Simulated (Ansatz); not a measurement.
Wavefunction ladder for C₂H₇FGaNS (`C[N](C)[Ga]([F])[SH]`)

```xyz
13

C    -0.2788    0.3708    1.6296
N    -0.0166    0.0342    0.2511
C     1.0633   -0.8986    0.0714
Ga   -0.9838    0.7455   -1.0936
F    -2.2458    1.8568   -0.5921
S    -0.8054    0.4196   -3.2446
H    -1.1052    1.0794    1.7026
H    -0.5436   -0.5211    2.2144
H     0.6020    0.8264    2.1033
H     2.0082   -0.5032    0.4701
H     0.8632   -1.8502    0.5836
H     1.2214   -1.1222   -0.9863
H     0.2211   -0.4374   -3.1095
```

The species carries charge 0 and has multiplicity 1. Correlated methods include outer-core shells of Ga, which these sets cover unevenly. Scalar relativity is left out up to krypton. The geometry is a stationary point of PBE0-D4/def2-TZVP. It is one conformer, not always the lowest. Frozen core, restricted reference, Ansatz.

```
     basis      HF (Eh)  MP2 corr.
  def2-SVP  -2554.01903   -0.98482
def2-TZVPP  -2554.68206   -1.21480
def2-QZVPP  -2554.74499   -1.53875
```

Task: Estimate the CCSD correlation energy and the (T) correction in each basis where they were run (hartree).

Result: 
```csv
basis,CCSD corr.,(T)
def2-SVP,-1.02767,-0.02919
def2-TZVPP,-1.25213,-0.05002
```
